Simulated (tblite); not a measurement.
Compound: C₇H₇P₃.
Geometry (GFN2-xTB, Å), atoms numbered from 1 in this order:
```
atom  x, y, z in Å
C1     4.1112   -1.7229    0.4678
C2     3.1729   -0.9981    0.2606
C3     2.0744   -0.1417    0.0250
P4     2.4912    1.3003   -0.8794
C5     1.0114    2.1788   -1.0205
P6    -0.6232    1.9486   -0.5054
C7    -0.6505    0.4273    0.3460
C8    -2.0293    0.0166    0.8158
C9    -2.7804   -0.6817   -0.3161
P10    0.5788   -0.7461    0.7124
H11    4.9303   -2.3536    0.6452
H12    1.1400    3.1123   -1.5660
H13   -2.5963    0.8962    1.1328
H14   -1.9493   -0.6643    1.6680
H15   -3.7748   -0.9769    0.0093
H16   -2.2374   -1.5702   -0.6350
H17   -2.8760   -0.0126   -1.1703
```

Computed values, GFN2-xTB/tblite, gas phase, harmonic and unscaled. Errors from tens to a few hundred cm⁻¹ against measured bands are possible. One conformer, not necessarily the lowest.

Harmonic wavenumbers (cm⁻¹): 39.6, 59.1, 69.4, 108.0, 170.5, 197.0, 204.2, 263.9, 287.8, 306.4, 323.1, 403.6, 429.2, 465.3, 511.8, 548.9, 617.4, 630.4, 637.4, 737.2, 747.1, 799.3, 878.1, 977.5, 1009.0, 1045.9, 1071.0, 1101.3, 1131.8, 1161.1, 1240.5, 1262.6, 1305.3, 1406.5, 1473.3, 1492.3, 1496.7, 2211.4, 2944.1, 2956.0, 2974.0, 3013.6, 3019.5, 3035.8, 3393.8.

A = 1385, B = 660.9, C = 468.3 MHz; mass 183.976 u (most abundant isotopes); point group C1, symmetry number 1.

Task: What is the zero-point energy?

Result: Half the sum of the wavenumbers: 25079 cm⁻¹ = 71.70 kcal/mol.

Task: Give the ideal-gas entropy at 273.15 K and 1 bar in the rigid-rotor, harmonic-oscillator model (classical rotation).

Result: Translation 41.13, rotation 30.73, vibration 33.22: S = 105.1 cal/(mol K).

Task: And Cp and H(273.15 K) − H(0)?

Result: Cp = 40.85 cal/(mol K), of which vibrations give 32.90 (their classical limit is 45 R = 89.4); H(273.15 K) − H(0) = 6.90 kcal/mol without the zero-point energy, 4.73 from vibrations.

Task: What must be added to the electronic energy to get the Gibbs energy at 273.15 K and 1 bar?

Result: ZPE + [H(273.15 K) − H(0)] − T·S = 71.70 + 6.90 − 28.70 = 49.90 kcal/mol.

Task: Blend soft modes into free rotors: weight 1/[1 + (100 cm⁻¹/ν̃)⁴] for the oscillator and the rest for a rotor with moment μB/(μ + B), μ = h/(8π²ν), B = 10⁻⁴⁴ kg m². What vibrational entropy results?

Result: 30.07 cal/(mol K) in place of 33.22, which changes −T·S at 273.15 K by +0.86 kcal/mol.

Hindered rotation and anharmonicity are outside this model. Other conformers, if any are populated, would add a mixing term that is left out. The structure is chiral; the term R ln 2 for an equal mix with its mirror image is left out.

On one thread of an Arm Neoverse V2, shared host, this took 0.73 s of wall time. This covers the Hessian and the dipole derivatives.
